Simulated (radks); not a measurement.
All-electron atom: Yb2.5+ in [Xe] 4f12 5d1.5 (fractional occupations, a model configuration).

All-electron calculation, Dirac Kohn-Sham, LDA (Slater exchange, Perdew-Wang correlation), spin-unpolarised, spherical densities, point nucleus; open shells are shared between the two j in proportion to 2j + 1. Program: a radial shooting solver on a logarithmic mesh with Libxc functionals.

Energy parts (eV):
part                      energy
total                 -382743.40
kinetic                425211.37
electron-nucleus      -948458.63
Hartree                148246.25
exchange-correlation    -7742.39

Orbitals (lengths in bohr, moments of r in powers of bohr; r(90%) holds 90 % of the orbital's charge):
| orbital | occ. | eigenvalue (eV) | <r^4> | r(90%) | small-component weight |
|---|---|---|---|---|---|
| 1s1/2 | 2 | -61150.12 | 7.571e-07 | 0.0357 | 6.89e-02 |
| 2s1/2 | 2 | -10385.49 | 0.0001159 | 0.129 | 1.55e-02 |
| 2p1/2 | 2 | -9910.021 | 0.00007048 | 0.114 | 1.55e-02 |
| 2p3/2 | 4 | -8864.208 | 0.00009821 | 0.124 | 1.42e-02 |
| 3s1/2 | 2 | -2369.879 | 0.004360 | 0.318 | 5.02e-03 |
| 3p1/2 | 2 | -2159.773 | 0.003887 | 0.310 | 4.96e-03 |
| 3p3/2 | 4 | -1937.925 | 0.004974 | 0.330 | 4.58e-03 |
| 3d3/2 | 4 | -1579.288 | 0.003451 | 0.302 | 4.46e-03 |
| 3d5/2 | 6 | -1530.796 | 0.003723 | 0.307 | 4.36e-03 |
| 4s1/2 | 2 | -495.2517 | 0.1048 | 0.701 | 1.64e-03 |
| 4p1/2 | 2 | -410.2147 | 0.1163 | 0.720 | 1.55e-03 |
| 4p3/2 | 4 | -359.4593 | 0.1494 | 0.767 | 1.40e-03 |
| 4d3/2 | 4 | -219.2813 | 0.2010 | 0.827 | 1.22e-03 |
| 4d5/2 | 6 | -209.9821 | 0.2179 | 0.844 | 1.18e-03 |
| 4f5/2 | 5.14286 | -38.4776 | 1.005 | 1.18 | 7.74e-04 |
| 4f7/2 | 6.85714 | -37.0050 | 1.089 | 1.20 | 7.57e-04 |
| 5s1/2 | 2 | -84.1500 | 3.533 | 1.69 | 3.52e-04 |
| 5p1/2 | 2 | -59.9066 | 5.662 | 1.90 | 2.84e-04 |
| 5p3/2 | 4 | -52.8601 | 7.636 | 2.05 | 2.47e-04 |
| 5d3/2 | 0.6 | -22.3609 | 37.79 | 3.08 | 1.17e-04 |
| 5d5/2 | 0.9 | -21.7626 | 41.37 | 3.15 | 1.11e-04 |

The highest occupied level is 5d5/2 at -21.763 eV. Summed over all electrons, <r^2> = 37.63 bohr^2, which gives a Langevin (diamagnetic) susceptibility term of -29.8 x 10^-6 cm^3/mol. The density falls to 0.001 e/bohr^3 at r = 3.52 bohr.
